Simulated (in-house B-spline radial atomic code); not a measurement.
## PBE hybrid excitations of Te VII (Te6+)

Method: PBE hybrid with 1 exact exchange. Computed with a B-spline radial code for spherical atoms: linear response of the closed shell [Kr] 4d10 with the functional's adiabatic kernel; scalar-relativistic (spin-free one-electron X2C), finite nucleus, no spin-orbit coupling, no double excitations, S, P, D and F terms only; shells from n = 2 respond. Only terms of natural parity with L up to 3 were computed.

Command:
```bash
python run_td.py task.json out
```
Settings (radii: box in bohr, nucleus in fm):
```
Z                        52
electrons                46
configuration            [Kr] 4d10
hamiltonian              x2c
method                   pbeh
box_radius               14.35
exact_exchange_fraction  1
rms_radius               4.7423
intervals                70
```

Time taken, with all properties: 5 s on 1 thread of Arm Neoverse N1 (shared host).

The lowest states, in the order of their Tamm-Dancoff energies; the method's threshold (minus the highest occupied level) is 126.65 eV. Labels give the largest channel, * marks a mixed state, and oscillator strengths are full-response dipole values. Semilocal kernels can invert the small singlet-triplet splittings of Rydberg terms. Energies in eV:

```csv
state,full response,Tamm-Dancoff,oscillator strength
4d → 5s 3D,?,?,-
4d → 5s 1D,41.56,41.57,-
4d → 5p 3P,53.43,53.47,-
4d → 5p 3F,54.28,54.31,-
4d → 5p 1F,54.85,54.86,-
4d → 5p 1P,55.47,55.55,1.03
4d → 4f 3P,?,?,-
4d → 4f 3F,72.01,72.08,-
4d → 5d 3S,72.23,72.29,-
4d → 5d 3D,74.01,74.03,-
```

Question: Where does 4d → 5s 3D lie?

Answer: At 40.62 eV in full response, 40.65 eV in Tamm-Dancoff.

Question: Where does 4d → 4f 3P lie?

Answer: At 69.12 eV in full response, 69.16 eV in Tamm-Dancoff.

Question: How large is the singlet-triplet splitting of 4d → 5s (D terms) in Tamm-Dancoff?

Answer: 0.921 eV, from the unrounded values.

Question: What polarisabilities and dispersion coefficient does the method give?

Answer: Dipole 1.281 bohr³, quadrupole 1.731 bohr⁵, C6 3.909 hartree·bohr⁶ for two such species.
